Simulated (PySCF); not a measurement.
Computed IR spectrum (relative IR intensity) of a molecule C2H4BFO2. Geometry: B3LYP-D3(BJ)/def2-SVP. One conformer was computed; it need not be the lowest. Method: B3LYP-D3(BJ)/def2-SVP (PySCF). No scaling factor is applied to the harmonic values.

Lines under 2 % of the strongest are left out, and lines within 2 cm⁻¹ are merged.

ν (cm⁻¹): 505 (vw), 590 (vw), 797 (w), 918 (w), 1001 (vw), 1121 (vw), 1165 (vw), 1250 (vs), 1381 (m), 1419 (s), 1892 (s), 2678 (m) (against the strongest line: vs over 80 %, s over 45 %, m over 15 %, w over 4 %, vw less)

Problem. Pick the molecule that these values belong to.
A) CC(=O)OBF
B) COB(F)C=O
C) O=CB(F)CO
D) CB(F)C(=O)O

Solution. A, CC(=O)OBF
